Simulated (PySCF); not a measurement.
C5H5F5.
SMILES: `FC(F)(F)C(F)(F)C1CC1`

Torsions of this conformer, `[F:1][C:2]([F:3])([F:4])[C:5]([F:6])([F:7])[CH:8]1[CH2:9][CH2:10]1`: F1–C2–C5–F6 179°, C2–C5–C8–C9 85°.

The closed-shell ground state was solved at several levels (PySCF, density fitting, gas phase, non-relativistic). One conformer (not necessarily the lowest) at the PBE0-D3(BJ)/def2-SVP geometry, without solvent, vibrations or thermal averaging.

| level | basis functions | total energy (Eh) | HOMO (eV) | LUMO (eV) | gap (eV) | dipole (D) |
| --- | --- | --- | --- | --- | --- | --- |
| B3LYP/pcJ-1 | 320 | -692.7448 | -8.96 | 0.89 | 9.85 | 2.48 |
| wB97X-D/pcSseg-1 | 195 | -692.4787 | -11.14 | 3.04 | 14.18 | 2.54 |
| PBE0/pcSseg-1 | 195 | -691.9889 | -9.22 | 1.20 | 10.42 | 2.48 |

Question: Estimate the row for CAM-B3LYP/def2-SVPD, a basis of 255 functions; the other rows only guide the guess.

Answer: Total energy -692.0502 Eh, HOMO -10.72 eV, LUMO 1.24 eV, gap 11.96 eV, dipole 2.72 D.

Question: Over all these levels, which gives the widest orbital gap and which the narrowest?

Answer: wB97X-D/pcSseg-1 (range-separated hybrid) has the widest, 14.18 eV, and B3LYP/pcJ-1 (global hybrid, 20 % exact exchange) the narrowest, 9.85 eV. Functional and basis both differ between the two, so the spread mixes both effects.

Question: How far do the dipole and the HOMO energy spread over the levels?

Answer: The dipole runs from 2.48 to 2.72 D (mean 2.55 D) and the HOMO from -11.14 to -8.96 eV.

wB97X-D is run here without its empirical dispersion term; that term would change no orbital, density or response property at a fixed geometry.
